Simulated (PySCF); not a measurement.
HCl₂HfO (SMILES [OH][Hf]([Cl])[Cl]), doublet, at a GFN2-xTB geometry (such geometries of metal compounds can be far from the true shape) (the multiplicity is a formal guess) (core potentials on Hf); HF/def2-SV(P) (PySCF).

Here is a job for PySCF.
```python
from pyscf import gto, scf

mol = gto.Mole()
mol.atom = '''
    Hf    0.169461    0.027077    0.082535
    Cl   -1.375802   -1.563278    0.190594
    Cl   -0.113926    1.793712   -1.216276
    O     1.476058   -0.558500    1.227798
    H     1.315727   -1.398881    1.671681
'''
mol.basis = 'def2-sv(p)'
mol.ecp = {'Hf': 'def2-sv(p)'}
mol.charge = 0
mol.spin = 1
mol.verbose = 4
mol.build()

mf = scf.UHF(mol)
mf.kernel()
```

It wrote (shortened):

```
PySCF version 2.14.0

[INPUT] verbose = 4
[INPUT] num. atoms = 5
[INPUT] num. electrons = 55
[INPUT] charge = 0
[INPUT] spin (= nelec alpha-beta = 2S) = 1
[INPUT] symmetry False subgroup None
[INPUT] Mole.unit = angstrom
[INPUT] Symbol           X                Y                Z      unit          X                Y                Z       unit  Magmom
[INPUT]  1 Hf     0.169461000000   0.027077000000   0.082535000000 AA    0.320234878795   0.051168114275   0.155968545691 Bohr   0.0
[INPUT]  2 Cl    -1.375802000000  -1.563278000000   0.190594000000 AA   -2.599888981629  -2.954167276558   0.360170460985 Bohr   0.0
[INPUT]  3 Cl    -0.113926000000   1.793712000000  -1.216276000000 AA   -0.215288938467   3.389624426346  -2.298428531881 Bohr   0.0
[INPUT]  4 O      1.476058000000  -0.558500000000   1.227798000000 AA    2.789345363973  -1.055412040570   2.320201956289 Bohr   0.0
[INPUT]  5 H      1.315727000000  -1.398881000000   1.671681000000 AA    2.486363684696  -2.643501970858   3.159019257639 Bohr   0.0

nuclear repulsion = 218.501236702036
number of shells = 35
number of NR pGTOs = 150
number of NR cGTOs = 77
basis = def2-sv(p)
ecp = {'Hf': 'def2-sv(p)'}

******** <class 'pyscf.scf.uhf.UHF'> ********
method = UHF
initial guess = minao
damping factor = 0
level_shift factor = 0
DIIS = <class 'pyscf.scf.diis.CDIIS'>
diis_start_cycle = 1
diis_space = 8
diis_damp = 0
SCF conv_tol = 1e-09
SCF conv_tol_grad = None
SCF max_cycles = 50
direct_scf = True
direct_scf_tol = 1e-13
number electrons alpha = 28  beta = 27
Set gradient conv threshold to 3.16228e-05
init E= -1029.02188996421

cycle= 1 E= -1041.62476797846  delta_E= -12.6  |g|= 0.505  |ddm|= 5.29
cycle= 2 E= -1041.6790158948  delta_E= -0.0542  |g|= 0.264  |ddm|= 0.596
cycle= 3 E= -1041.70564526925  delta_E= -0.0266  |g|= 0.0649  |ddm|= 0.251
cycle= 4 E= -1041.70867665933  delta_E= -0.00303  |g|= 0.0167  |ddm|= 0.119
cycle= 5 E= -1041.70946687467  delta_E= -0.00079  |g|= 0.00843  |ddm|= 0.082
cycle= 6 E= -1041.70979226564  delta_E= -0.000325  |g|= 0.00384  |ddm|= 0.0669
cycle= 7 E= -1041.70985924424  delta_E= -6.7e-05  |g|= 0.00166  |ddm|= 0.0294
cycle= 8 E= -1041.709870899  delta_E= -1.17e-05  |g|= 0.000729  |ddm|= 0.0111
cycle= 9 E= -1041.70987355196  delta_E= -2.65e-06  |g|= 0.00025  |ddm|= 0.00612
cycle= 10 E= -1041.7098738052  delta_E= -2.53e-07  |g|= 7.93e-05  |ddm|= 0.00183
cycle= 11 E= -1041.70987382685  delta_E= -2.16e-08  |g|= 3.41e-05  |ddm|= 0.000456
cycle= 12 E= -1041.70987383133  delta_E= -4.49e-09  |g|= 1.42e-05  |ddm|= 0.0002
cycle= 13 E= -1041.70987383209  delta_E= -7.55e-10  |g|= 7e-06  |ddm|= 8.03e-05
Extra cycle  E= -1041.70987383218  delta_E= -9.87e-11  |g|= 4.73e-06  |ddm|= 2.13e-05
converged SCF energy = -1041.70987383218  <S^2> = 0.75415347  2S+1 = 2.0041492
```
